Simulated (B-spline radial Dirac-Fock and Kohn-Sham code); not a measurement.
C²⁺: eigenvalues, ΔSCF and the reference

System: carbon as C²⁺, [He] 2s2.

The density-functional columns are spherical, spin-unpolarised Dirac-Kohn-Sham results without Breit or QED terms: −ε is minus the orbital energy of the initial state and ΔSCF the difference of two total energies. The reference in the last column comes from Dirac-Fock ΔSCF + Breit + QED. All numbers are from an atomic code on a B-spline grid, in eV; a selection of levels is shown.

| level | LDA −ε | LDA ΔSCF | PBE −ε | PBE ΔSCF | Dirac-Fock |
| --- | --- | --- | --- | --- | --- |
| K | 306.0 | 343.4 | 308.5 | 346.4 | 339.4 |
| L1 | 40.17 | 47.97 | 40.38 | 48.19 | 45.80 |

Question: Order the estimates of the K (1s) level by their distance from the Dirac-Fock value, nearest first.
A. LDA ΔSCF
B. PBE −ε
C. LDA −ε
D. PBE ΔSCF

Answer: A (4.1 eV), D (7.0 eV), B (30.8 eV), C (33.4 eV).

For the outermost level NIST gives 47.88778 eV (measured); the differences from it are LDA −ε -7.71, LDA ΔSCF +0.08, PBE −ε -7.51, PBE ΔSCF +0.31, Dirac-Fock -2.09 eV.

Values without a named source are computed, but for edge energies of neutral atoms, which are taken from tables.
